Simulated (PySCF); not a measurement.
# Magnetic susceptibility: `N#C[C@@]12C=C[C@H]3C=C[C@@H]1[C@H]32`, C₉H₇N

Geometry:
| atom | x (Å) | y (Å) | z (Å) |
| --- | --- | --- | --- |
| N1 | 3.584 | 0.735 | -0.585 |
| C2 | 2.494 | 0.444 | -0.385 |
| C3 | 1.150 | 0.087 | -0.130 |
| C4 | 0.844 | -1.197 | 0.514 |
| C5 | -0.367 | -1.623 | 0.153 |
| C6 | -1.078 | -0.588 | -0.687 |
| C7 | -1.754 | 0.111 | 0.470 |
| C8 | -1.004 | 1.121 | 0.917 |
| C9 | 0.165 | 1.307 | 0.063 |
| C10 | 0.026 | 0.382 | -1.101 |
| H11 | 1.536 | -1.687 | 1.175 |
| H12 | -0.860 | -2.514 | 0.500 |
| H13 | -1.725 | -0.965 | -1.474 |
| H14 | -2.654 | -0.270 | 0.919 |
| H15 | -1.200 | 1.732 | 1.780 |
| H16 | 0.639 | 2.275 | -0.010 |
| H17 | 0.196 | 0.661 | -2.129 |

Theory: GIAO KT3/pcSseg-1 magnetisability, rotational g tensor and spin-rotation constants, non-relativistic, gas phase in PySCF. Geometry: GFN2-xTB.

How diamagnetic is it, and how anisotropic?

Isotropic -1395 × 10⁻³⁰ J/T², or -84.0 × 10⁻⁶ cm³/mol; principal values -1597, -1359, -1229 × 10⁻³⁰ J/T², anisotropy 323 × 10⁻³⁰ J/T² (root of half the summed squared differences of the principal values). The susceptibility is in cgs units.

Split it along the inertial axes a, b, c into diamagnetic and paramagnetic parts about the centre of mass, with the quadrupole moment.


```tsv
axis	χ (10⁻⁶ cm³/mol)	diamagnetic (10⁻⁶ cm³/mol)	paramagnetic (10⁻⁶ cm³/mol)	summed x² of all electrons (Å²)	quadrupole Θ (D Å)
a	-81.0	-498.9	417.9	200.9	-14.97
b	-75.2	-1026.3	951.1	76.6	+7.63
c	-95.9	-1177.3	1081.4	41.0	+7.34
```
Anisotropies 2χaa − χbb − χcc = +9.2 and 2χbb − χaa − χcc = +26.5 × 10⁻⁶ cm³/mol. Θ is traceless in Buckingham's convention.

And the rotational g tensor?


| axis | rotational constant (GHz) | g | nuclear part | electronic part |
| --- | --- | --- | --- | --- |
| a | 3.1702 | -0.0239 | 0.5986 | -0.6225 |
| b | 1.2652 | -0.0209 | 0.5444 | -0.5653 |
| c | 1.0876 | -0.0073 | 0.5453 | -0.5526 |

Asymmetric top; isotopes 12C, 1H, 14N; no vibrational averaging.
